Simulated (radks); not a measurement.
Q: The chromium ion Cr3+, configuration [Ar] 3d3. Calculated with a radial shooting solver on a logarithmic mesh with Libxc functionals: scalar-relativistic Kohn-Sham, PBE, spin-polarised, spherical densities, finite nucleus; open shells are filled with parallel spins first; Fermi nuclear charge, rms radius 3.6452 fm. Some entries of the table are withheld. Estimate them.

| orbital | occ. | eigenvalue (eV) | <r> (bohr) | <r^2> (bohr^2) |
|---|---|---|---|---|
| 1s down | 1 | -5920.193 | 0.06356 | 0.005432 |
| 1s up | 1 | -5920.176 | 0.06356 | 0.005432 |
| 2s up | 1 | -707.8990 | 0.2933 | 0.1017 |
| 2s down | 1 | -706.5481 | 0.2929 | 0.1014 |
| 2p up | 3 | -601.2189 | 0.2601 | 0.08330 |
| 2p down | 3 | -600.1879 | 0.2596 | 0.08297 |
| 3s up | 1 | -114.0861 | 0.8872 | 0.9058 |
| 3s down | 1 | -110.5777 | 0.8894 | 0.9108 |
| 3p up | 3 | -85.0952 | 0.9367 | (1) |
| 3p down | 3 | -81.6513 | 0.9410 | (2) |
| 3d up | 3 | -40.4125 | 1.098 | 1.501 |
| 3d down | 0 | -37.1496 | 1.122 | 1.576 |

A: 
(1) 3p up <r^2> (bohr^2): 1.028
(2) 3p down <r^2> (bohr^2): 1.039
